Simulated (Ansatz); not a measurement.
Sn2S4. Charge 0, multiplicity 1. Geometry PBE-D4/def2-SVP, basis def2-TZVP, Ansatz.

```xyz
6

Sn   -1.2060    1.2233    1.1566
Sn    0.8539   -1.6356   -0.9382
S    -0.2792   -1.3528    1.4127
S    -1.7086   -0.9748   -0.1872
S     1.4438    0.7264   -1.5035
S     0.8961    2.0136    0.0596
```

| run | HOMO (eV) | LUMO (eV) |
| --- | --- | --- |
| A | -8.49 | 0.25 |
| B | -5.32 | -2.90 |
| C | -6.13 | -2.40 |
| D | -5.33 | -3.00 |
| E | -5.11 | -3.04 |

In the def2 sets Sn takes a core potential; there is no spin–orbit coupling. Another isomer (singlet) lies 0.08 eV lower at PBE0-D4/def2-TZVP; other spin states weren't run for this one.

Question: The runs used B97M-V, HF, PBE, PBE0, r2SCAN. Estimate which is which.

Answer: A HF (100 % exact exchange); B B97M-V (0 % exact exchange); C PBE0 (25 % exact exchange); D r2SCAN (0 % exact exchange); E PBE (0 % exact exchange). Exact exchange lowers occupied and raises empty levels; among semilocal functionals meta-GGAs tend to open the gap a little, and such runs are hard to tell apart. The gap grows from 2.07 eV (PBE) to 8.74 eV (HF).
